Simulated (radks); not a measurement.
Xe XXXIX, configuration [Ne] 3s2 3p4. Calculated with a radial shooting solver on a logarithmic mesh with Libxc functionals: scalar-relativistic Kohn-Sham, exchange-only LDA, spin-polarised, spherical densities, point nucleus; open shells are filled with parallel spins first (spin-orbit coupling, left out, can overturn this in heavy ions). Some entries of the table are withheld. Estimate them.

| orbital | occ. | eigenvalue (hartree) | <r^2> (bohr^2) |
|---|---|---|---|
| 1s up | 1 | -1343.612 | 0.0009649 |
| 1s down | 1 | -1343.420 | 0.0009648 |
| 2s up | 1 | -275.2316 | 0.01512 |
| 2s down | 1 | -275.0600 | 0.01511 |
| 2p up | 3 | -255.8819 | 0.01192 |
| 2p down | 3 | -255.6746 | 0.01191 |
| 3s up | 1 | -105.8478 | 0.08751 |
| 3s down | 1 | -105.3347 | 0.08771 |
| 3p up | 3 | -99.79519 | (1) |
| 3p down | 1 | -99.27658 | (2) |

Answer. 
(1) 3p up <r^2> (bohr^2): 0.08366
(2) 3p down <r^2> (bohr^2): 0.08385
